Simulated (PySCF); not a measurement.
## F2GeH2: core ionisation energies

GeF2H2.
Structure used (PBE0-D3(BJ)/def2-SVP), in Å, numbered top down from 1:
```xyz
5
F2GeH2 angstrom
Ge    -0.0864   -0.0002   -0.0710
F     -0.1357   -0.0021    1.6567
F      1.5973    0.0054   -0.4635
H     -0.6918    1.3158   -0.5596
H     -0.6834   -1.3190   -0.5626
```

Method used: delta-SCF UKS SCAN, pcX-2 on the ionised atom, pcseg-1 elsewhere, spin-free X2C in PySCF. These are vertical core ionisation energies against the vacuum level, from separate self-consistent calculations with and without the core hole.

Q: What binding energy does each computed site have?

A: 
```json
{"atom(s)": "F2/F3", "environment": "fluorine bonded to Ge", "level": "F 1s", "binding energy (eV)": "692.09", "count": "2"}
```

Q: Which photon wavelength matches the F 1s of F2 (atom 2)/F3 threshold?

A: λ = hc/E = 12398.42 eV Å / 692.09 eV = 17.914 Å.

Q: Give the binding energy of F 1s of F2/F3 in hartree and in kJ/mol.

A: 692.09 eV = 25.4338 Eh = 66777 kJ/mol.

Atoms equivalent by their bonding share one computed value, that of the first of them. No level of germanium is listed. Isolated species at its PBE0-D3(BJ)/def2-SVP geometry, gas phase.

Hardware: one thread, Arm Neoverse V2, no GPU, shared host. Cost: 1.7 s.
